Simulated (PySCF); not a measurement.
Cartesian coordinates in Å; atom numbers follow the order of the lines, from 1:
```xyz
13

B     1.6507    0.7768   -0.0060
C     0.8439   -0.5477    0.1214
C    -0.5579   -0.6146   -0.4745
C    -1.5463    0.2482    0.2739
F    -1.6180   -0.1460    1.5917
H     2.7356    0.8676    0.5240
H     1.2504    1.7208   -0.6551
H     0.8230   -0.8507    1.1851
H     1.5080   -1.3116   -0.3363
H    -0.5474   -0.2801   -1.5262
H    -0.9347   -1.6513   -0.4788
H    -2.5558    0.1724   -0.1648
H    -1.2390    1.3098    0.2507
```

Geometry: PBE0-D3(BJ)/def2-SVP; GIAO shifts from PySCF, gas phase, non-relativistic, averaged over equivalent atoms.

At WP04/pcSseg-2 (292 basis functions, 28 s wall time on 1 thread of an Arm Neoverse V2, shared host):
```
  atoms  δ (ppm)
     B1     87.1
     C4     89.6
     C3     32.9
     C2     27.8
     F5   -240.1
  H6/H7     6.65
H12/H13     4.36
H10/H11     1.78
  H8/H9     1.77
```

Shifts are taken against calculated references (same method and geometry level): BF3·OEt2 for 11B (σref 94.19); 13C (σref 172.10) and 1H (σref 31.61) vs TMS; 19F (σref 177.34) vs CFCl3.

Estimate the result of repeating the calculation with PBE0/pcSseg-2.

Answers


```tsv
atoms	δ at PBE0/pcSseg-2	change
B1	94.4	+7.3
C4	87.4	-2.2
C3	32.0	-0.9
C2	32.1	+4.3
F5	-250.9	-10.8
H6/H7	7.83	+1.18
H12/H13	4.51	+0.15
H10/H11	1.87	+0.09
H8/H9	2.01	+0.24
```

δ = σ(ref) − σ, references computed at the same level: BF3·OEt2 for 11B (σ = 99.07 ppm); 13C (σ = 184.13 ppm) and 1H (σ = 31.25 ppm) against TMS; 19F (σ = 175.81 ppm) against CFCl3.

The largest change is at F5 (fluorine on an sp3 carbon). Cost: 292 basis functions, 25 s wall time on 1 thread of an Arm Neoverse V2, shared host. The order of the carbon signals changes between the two levels.

A carbon bonded to boron is broadened by the quadrupolar boron nucleus and is often missing from a measured spectrum. Unscaled 19F shifts against computed CFCl3 carry errors that often reach 10 to 50 ppm.
